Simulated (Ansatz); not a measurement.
Frontier orbitals of Ge4H12Si2, SMILES `[SiH2]1[GeH2][SiH2][GeH2][GeH2][GeH2]1`.

```xyz
18

Si   -0.852   -1.699    1.107
Ge    0.620   -0.214    2.257
Si    1.375    1.518    0.801
Ge   -0.374    2.065   -0.716
Ge   -0.624    0.216   -2.276
Ge   -0.140   -1.888   -1.155
H    -2.223   -1.115    1.113
H    -0.903   -3.020    1.791
H     1.829   -1.003    2.795
H    -0.111    0.408    3.462
H     1.828    2.700    1.585
H     2.531    1.010    0.011
H    -1.690    2.237    0.067
H    -0.099    3.376   -1.475
H    -2.062    0.185   -2.827
H     0.338    0.412   -3.463
H     1.382   -2.132   -1.190
H    -0.825   -3.057   -1.887
```

The species carries charge 0 and has multiplicity 1. Correlated methods include outer-core shells of Ge, which these sets cover unevenly. Scalar relativity is left out up to krypton. All single points use the PBE0-D4/def2-TZVP geometry. Basis def2-TZVPP, Ansatz.

```
functional  HOMO (eV)  LUMO (eV)
     BHLYP      -8.47       0.36
```

Problem. Give HOMO and LUMO (eV) with LDA (SPW92), PBE, revPBE, BLYP, r2SCAN, B97M-V, PBE0, B3LYP, r2SCANh, r2SCAN0, HSE06 (plane-wave form), CAM-B3LYP, LC-ωPBE, ωB97X-V, ωB97M-V, HF. (An estimate is asked.)

Solution. Computed: 
```csv
functional,HOMO,LUMO
LDA (SPW92),-6.65,-1.48
PBE,-6.57,-1.29
revPBE,-6.53,-1.20
BLYP,-6.42,-1.14
r2SCAN,-6.82,-1.10
B97M-V,-6.95,-1.28
PBE0,-7.57,-0.53
B3LYP,-7.38,-0.69
r2SCANh,-7.18,-0.84
r2SCAN0,-7.73,-0.44
HSE06 (plane-wave form),-7.19,-0.89
CAM-B3LYP,-8.74,0.50
LC-ωPBE,-9.98,1.53
ωB97X-V,-9.69,1.41
ωB97M-V,-9.49,1.15
HF,-9.83,2.53
```

B3LYP here is the variant with VWN-RPA as its local correlation; programs differ in this. LC-ωPBE has ω = 0.4 bohr⁻¹. Positive LUMOs are unbound and depend on the basis.
